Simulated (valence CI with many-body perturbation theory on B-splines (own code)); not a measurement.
**E1 transitions of Ar³⁺**

Calculated by relativistic CI+MBPT: five valence electrons over a frozen Dirac-Fock core [Ne], a basis of 9 s, 9 p, 8 d, 6 f, 3 g, 1 h functions for each j, with the one-electron correlation potential Σ1 (screened to all orders), the two-electron term Σ2, the three-electron term Σ3, Breit, model QED; selected single and double excitations, second order for the rest, scaled by the run's own slope (own B-spline code, finite nucleus).

Set against measurement, 38 paired levels are off by 159 cm⁻¹ on average, the worst by 399. These come from a selection out of Saloman, J. Phys. Chem. Ref. Data 39, 033101 (2010). Levels without a partner in it may be off by more. Among the levels kept, up to 1200 cm⁻¹ of a level comes from second order outside the variational space, and about a tenth of that is noise between levels of different J, which matters for small intervals.

Lines 1 to 50 of 165 in falling wavelength, among levels below 267571 cm⁻¹, chosen from the strongest by gf and those to the six lowest levels. Wavelengths and rates use the calculated energies, so an error of 200 cm⁻¹ moves a line at 121.7 nm by 0.24 % and its rate by three times that or more. Electric multipoles are in the length gauge, E1 and E2 with the static RPA response of the core. Weak lines are less certain than strong ones. Lines between different terms over intervals too small for the method are left out, as are lines whose strength nearly cancels. Where a level lies close to another of its J and parity, the split of strength between their lines is uncertain. The highest levels of a list are the least certain.

Names give the largest LS component (configuration and term), which can be under half, so a name can repeat, a term be missing and a line seem to break the LS rules; names also repeat where a configuration has a term twice. Letters in brackets count levels of one name in rising energy.

```
λ vac (nm)  λ from measured levels                Upper            Lower   A (s⁻¹)  log gf  Branch %
     262.3                              3s3p³3d ⁶D°_7/2  3s²3p²3d ⁴P_5/2  2.72e+03   -4.65       1.2
     139.3                              3s3p³3d ⁶D°_9/2  3s²3p²3d ⁴D_7/2  1.09e+04   -4.50      12.2
     130.1                              3s3p³3d ⁶D°_7/2  3s²3p²3d ⁴F_9/2  1.35e+04   -4.56       6.0
     130.0                              3s3p³3d ⁶D°_9/2  3s²3p²3d ⁴F_9/2  6.43e+04   -3.79      72.2
     129.0                              3s3p³3d ⁶D°_7/2  3s²3p²3d ⁴F_7/2  4.08e+04   -4.09      18.3
     128.2                              3s3p³3d ⁶D°_5/2  3s²3p²3d ⁴F_5/2  2.23e+04   -4.48       5.5
     121.7                   121.2         3s3p⁴ ⁴P_5/2   3s²3p³ ²P°_3/2  3.38e+04   -4.35       0.0
     120.3                   119.8         3s3p⁴ ⁴P_3/2   3s²3p³ ²P°_3/2  5.87e+04   -4.29       0.0
     120.1                   119.5         3s3p⁴ ⁴P_3/2   3s²3p³ ²P°_1/2  2.28e+02   -6.71       0.0
     119.5                   119.0         3s3p⁴ ⁴P_1/2   3s²3p³ ²P°_3/2  1.37e+04   -5.23       0.0
     119.3                   118.8         3s3p⁴ ⁴P_1/2   3s²3p³ ²P°_1/2  6.09e+04   -4.59       0.0
     104.1                   103.8         3s3p⁴ ⁴P_5/2   3s²3p³ ²D°_5/2  2.02e+05   -3.70       0.1
     104.0                   103.7         3s3p⁴ ⁴P_5/2   3s²3p³ ²D°_3/2  2.87e+04   -4.55       0.0
     103.1                   102.8         3s3p⁴ ⁴P_3/2   3s²3p³ ²D°_5/2  3.88e+04   -4.61       0.0
     102.9                   102.6         3s3p⁴ ⁴P_3/2   3s²3p³ ²D°_3/2  5.15e+04   -4.48       0.0
     102.4                   102.1         3s3p⁴ ⁴P_1/2   3s²3p³ ²D°_3/2  2.98e+04   -5.03       0.0
     90.38                   90.18         3s3p⁴ ²D_3/2   3s²3p³ ²P°_3/2  1.80e+06   -3.06       0.4
     90.31                   90.12         3s3p⁴ ²D_5/2   3s²3p³ ²P°_3/2  4.75e+07   -1.46      10.6
     90.23                   90.04         3s3p⁴ ²D_3/2   3s²3p³ ²P°_1/2  3.39e+07   -1.78       7.3
     85.13                   85.06         3s3p⁴ ⁴P_5/2   3s²3p³ ⁴S°_3/2  2.43e+08   -0.80      99.9
     84.45                   84.38         3s3p⁴ ⁴P_3/2   3s²3p³ ⁴S°_3/2  2.48e+08   -0.98      99.9
     84.07                   84.00         3s3p⁴ ⁴P_1/2   3s²3p³ ⁴S°_3/2  2.51e+08   -1.27     100.0
     80.29                   80.19         3s3p⁴ ²D_3/2   3s²3p³ ²D°_5/2  2.91e+07   -1.95       6.3
     80.24                   80.14         3s3p⁴ ²D_5/2   3s²3p³ ²D°_5/2  3.82e+08   -0.66      84.9
     80.21                   80.11         3s3p⁴ ²D_3/2   3s²3p³ ²D°_3/2  3.98e+08   -0.81      86.0
     80.16                   80.06         3s3p⁴ ²D_5/2   3s²3p³ ²D°_3/2  2.03e+07   -1.93       4.5
     76.30                   76.15  3s²3p²3d ²P_3/2 [a]   3s²3p³ ²P°_3/2  3.84e+07   -1.87       3.8
     76.20                   76.04  3s²3p²3d ²P_3/2 [a]   3s²3p³ ²P°_1/2  1.20e+07   -2.38       1.2
     75.68                   75.52  3s²3p²3d ²P_1/2 [a]   3s²3p³ ²P°_3/2  2.51e+07   -2.36       2.4
     75.58                   75.42  3s²3p²3d ²P_1/2 [a]   3s²3p³ ²P°_1/2  5.64e+07   -2.02       5.4
     71.13                              3s3p³3d ⁶D°_1/2     3s3p⁴ ⁴P_3/2  5.95e+05   -4.04      87.8
     71.12                              3s3p³3d ⁶D°_3/2     3s3p⁴ ⁴P_3/2  1.95e+05   -4.23      34.2
     70.65                              3s3p³3d ⁶D°_3/2     3s3p⁴ ⁴P_5/2  2.67e+05   -4.10      46.7
     70.64                              3s3p³3d ⁶D°_5/2     3s3p⁴ ⁴P_5/2  3.42e+05   -3.81      83.7
     70.63                              3s3p³3d ⁶D°_7/2     3s3p⁴ ⁴P_5/2  1.49e+05   -4.05      66.8
     70.02                   70.03         3s3p⁴ ²S_1/2   3s²3p³ ²P°_3/2  1.00e+09   -0.83      66.5
     69.93                   69.94         3s3p⁴ ²S_1/2   3s²3p³ ²P°_1/2  4.98e+08   -1.14      33.0
     68.99                   68.90  3s²3p²3d ²P_3/2 [a]   3s²3p³ ²D°_5/2  8.70e+08   -0.60      86.4
     68.93                   68.84  3s²3p²3d ²P_3/2 [a]   3s²3p³ ²D°_3/2  8.69e+07   -1.61       8.6
     68.79                   68.66      3s²3p²3d ⁴F_3/2   3s²3p³ ²P°_3/2  5.61e+04   -4.80       2.5
     68.71                   68.57      3s²3p²3d ⁴F_3/2   3s²3p³ ²P°_1/2  4.00e+05   -3.95      18.1
     68.62                   68.49      3s²3p²3d ⁴F_5/2   3s²3p³ ²P°_3/2  2.13e+05   -4.05      12.7
     68.52                   68.53         3s3p⁴ ²D_3/2   3s²3p³ ⁴S°_3/2  7.29e+03   -5.69       0.0
     68.48                   68.49         3s3p⁴ ²D_5/2   3s²3p³ ⁴S°_3/2  1.32e+05   -4.25       0.0
     68.42                   68.33  3s²3p²3d ²P_1/2 [a]   3s²3p³ ²D°_3/2  9.56e+08   -0.87      92.1
     65.90                          3s²3p²3d ²F_5/2 [a]   3s²3p³ ²P°_3/2  1.50e+05   -4.23       3.0
     65.81                   65.68      3s²3p²3d ⁴D_1/2   3s²3p³ ²P°_3/2  2.25e+05   -4.54       3.5
     65.75                   65.63      3s²3p²3d ⁴D_3/2   3s²3p³ ²P°_3/2  1.41e+05   -4.44       1.7
     65.73                   65.60      3s²3p²3d ⁴D_1/2   3s²3p³ ²P°_1/2  7.52e+04   -5.01       1.2
     65.68                   65.56      3s²3p²3d ⁴D_3/2   3s²3p³ ²P°_1/2  1.19e+04   -5.51       0.1
```
